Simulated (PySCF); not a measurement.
## How methods differ on the ionisation energy of Co²⁰⁺

Co²⁰⁺ [He] 2s2 2p3 [2p1/2^2 2p3/2^1, M_J = 3/2] → Co²¹⁺ [He] 2s2 2p2 [2p1/2^2, M_J = 0], as a difference of total energies. Calculation: PySCF 2.14, in an uncontracted even-tempered set (17 s from 5.1 bohr⁻², ratio 2.4; 11 p from 6.6 bohr⁻², ratio 2.4; 5 d from 26 bohr⁻², ratio 2.6; 4 f from 39 bohr⁻², ratio 2.6); the two-component X2C-1e Hamiltonian. Correlated levels: nothing frozen; the 28 highest virtual spinors dropped. "Screened" scales the spin-orbit matrix elements by Boettger's factors to mimic the two-electron term; Breit and QED terms are absent.

| method | ionisation energy (eV) |
| --- | --- |
| GHF (spin-free) | 1736.6 |
| GMP2 (spin-free) | 1736.7 |
| GHF (screened spin-orbit) | 1728.2 |
| GMP2 (screened spin-orbit) | 1727.4 |

The labels give the starting determinants; with spin-orbit coupling the two ends relaxed to ⟨J²⟩ = 3.76, ⟨L²⟩ = 0.26, ⟨S²⟩ = 3.41 and ⟨J²⟩ = 0.49, ⟨L²⟩ = 1.63, ⟨S²⟩ = 1.62.

The determinant of Co²¹⁺ mixes levels of different J (the jj label is only the starting occupation), so the difference between spin-free and spin-orbit rows is not the physical spin-orbit shift.

For comparison: 1724 ± 3 eV (semi-empirical (NIST evaluation); NIST Atomic Spectra Database, ionization energies).
